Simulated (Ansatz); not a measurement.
Relaxation of C3H10FNSi (16 atoms, charge 0, multiplicity 1), to a largest force component of 0.015 eV/Å in at most 40 steps.

Level of theory: RKS PBE0-D4/cc-pVDZ (Ansatz).

```xyz
16
Properties=species:S:1:pos:R:3
C 0.635 -1.510 -0.809
C 0.756 -0.161 -0.036
C 0.791 1.025 -1.028
Si -0.442 0.078 1.336
N -2.091 0.217 0.712
F -0.226 1.467 2.088
H -0.336 -1.482 -1.364
H 0.646 -2.319 -0.162
H 1.400 -1.571 -1.507
H 1.736 -0.210 0.492
H -0.121 1.135 -1.554
H 1.653 0.889 -1.722
H 0.965 1.993 -0.505
H -0.534 -1.036 2.326
H -2.719 0.320 1.529
H -2.137 1.142 0.248
```

Q: Where does it end, and by what steps?

A: The forces met the threshold. After 11 steps the energy has fallen by 0.557 eV; F6 moved furthest, 0.31 Å.

```csv
step,energy less start (eV),largest force component (eV/Å),accepted
0,0.0000,3.132,yes
1,-0.4377,1.164,yes
2,-0.5275,0.391,yes
3,-0.4091,1.494,no
4,-0.5523,0.385,yes
5,-0.5489,0.304,no
6,-0.5436,0.924,no
7,-0.5566,0.024,yes
8,-0.5568,0.036,yes
9,-0.5569,0.016,yes
10,-0.5570,0.016,yes
11,-0.5570,0.004,yes
```

```xyz
16
Properties=species:S:1:pos:R:3
C 0.577 -1.459 -0.763
C 0.806 -0.138 -0.030
C 0.799 1.058 -0.984
Si -0.447 0.088 1.352
N -2.036 0.275 0.694
F 0.048 1.412 2.226
H -0.416 -1.478 -1.241
H 0.630 -2.324 -0.082
H 1.332 -1.611 -1.553
H 1.791 -0.174 0.472
H -0.161 1.136 -1.522
H 1.585 0.956 -1.751
H 0.968 2.007 -0.453
H -0.499 -1.048 2.323
H -2.817 0.257 1.343
H -2.181 1.019 0.016
```

Whether the end is a true minimum wasn't checked by a vibrational analysis.

The run took 72 s on 2 threads of Intel(R) Xeon(R) Platinum 8488C (Sapphire Rapids), with other jobs on the host, peak memory 0.42 GiB.
